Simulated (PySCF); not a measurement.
C₄H₉NSi, SMILES C#CCC[SiH2]N. Atoms are numbered in the order given.

```xyz
15

C     -0.4954     3.6755     0.0000
C      0.0378     2.5875     0.0000
C      0.6520     1.2599     0.0000
C     -0.3720     0.1056     0.0000
Si     0.4267    -1.6145     0.0000
N     -0.6678    -2.9602     0.0000
H     -0.9620     4.6420     0.0000
H      1.3144     1.1747     0.8803
H      1.3144     1.1747    -0.8803
H     -1.0308     0.1946     0.8814
H     -1.0308     0.1946    -0.8814
H      1.2782    -1.7239    -1.2230
H      1.2782    -1.7239     1.2230
H     -1.1974    -3.1897     0.8354
H     -1.1974    -3.1897    -0.8354
```

Coordinates come from a B3LYP-D3(BJ)/def2-SVP optimisation. The structure was generated by enumeration, and PubChem lists no compound with its InChIKey, so it may never have been made. The values are those of a single conformer.

All values below come from PBE/def2-TZVP (PySCF).

ESP charges are fitted to the potential on shells at 1.4 to 2.0 van der Waals radii. Atomic charges (e):

| atom | ESP fit | Mulliken | IAO |
|---|---|---|---|
| C1 | -0.57 | -0.14 | -0.27 |
| C2 | 0.08 | 0.00 | -0.02 |
| C3 | ___ | -0.33 | -0.27 |
| C4 | ___ | -0.25 | -0.56 |
| Si5 | 0.60 | 0.31 | 0.86 |
| N6 | -1.02 | -0.61 | -0.84 |
| H7 | 0.33 | 0.15 | 0.20 |
| H8 | 0.04 | 0.13 | 0.16 |
| H9 | 0.04 | 0.13 | 0.16 |
| H10 | ___ | 0.11 | 0.15 |
| H11 | ___ | 0.11 | 0.15 |
| H12 | ___ | -0.04 | -0.14 |
| H13 | ___ | -0.04 | -0.14 |
| H14 | ___ | 0.23 | 0.27 |
| H15 | ___ | 0.23 | 0.27 |

Problem. Some entries are withheld; supply them. (Estimate from the structure and the level; the computed values follow.)

Solution. 
- C3, ESP fit: 0.09
- C4, ESP fit: -0.33
- H10, ESP fit: 0.10
- H11, ESP fit: 0.10
- H12, ESP fit: -0.12
- H13, ESP fit: -0.12
- H14, ESP fit: 0.39
- H15, ESP fit: 0.39

Computed Mayer and Wiberg (Löwdin basis) orders of the bonds:
```tsv
bond	Mayer	Wiberg
C1–C2	2.65	2.96
C2–C3	1.18	1.31
C3–C4	0.98	1.22
C4–Si5	0.94	1.13
Si5–N6	1.18	1.55
C1–H7	1.01	0.92
C3–H8	0.93	0.81
C3–H9	0.93	0.81
C4–H10	0.93	0.84
C4–H11	0.93	0.84
Si5–H12	0.94	0.91
Si5–H13	0.94	0.91
N6–H14	0.92	0.96
N6–H15	0.92	0.96
```
